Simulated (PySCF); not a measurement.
Correlation energy of Nd⁺ (neodymium, charge +1)

[Xe] 4f4 6s1, one real determinant. All numbers are calculated (PySCF 2.14, scalar relativity by spin-free X2C-1e, in ANO-RCC-VTZP). Frozen: [Ar] 3d10; 31 electrons correlated.

MP2 pair energies summed by pair of shells (mhartree):

```csv
pair,energy,share (%)
4d-4d,-181.40,19.7
4d-4f,-131.78,14.3
5p-5p,-126.00,13.7
4f-5p,-106.56,11.6
4d-5p,-102.58,11.2
4p-4d,-47.57,5.2
4f-4f,-37.20,4.0
5s-5p,-36.64,4.0
4d-5s,-27.75,3.0
4f-5s,-21.90,2.4
5p-6s,-19.06,2.1
4p-4f,-18.47,2.0
4p-4p,-15.13,1.6
4p-5p,-8.52,0.9
4s-4d,-8.38,0.9
5s-5s,-6.32,0.7
4f-6s,-4.96,0.5
4s-4p,-4.78,0.5
4p-5s,-4.53,0.5
4s-4f,-3.28,0.4
4d-6s,-3.04,0.3
4s-4s,-1.26,0.1
5s-6s,-1.04,0.1
4s-5p,-0.87,0.1
4s-5s,-0.39,0.0
4p-6s,-0.19,0.0
4s-6s,-0.02,0.0
```

Total MP2 correlation energy: -919.60 mhartree.

Same-spin part -348.97 and opposite-spin part -570.63 mhartree; SCS-MP2 scales them by 1/3 and 6/5 to -801.08 mhartree.

The reference is one real determinant that mixes LS terms of this configuration.
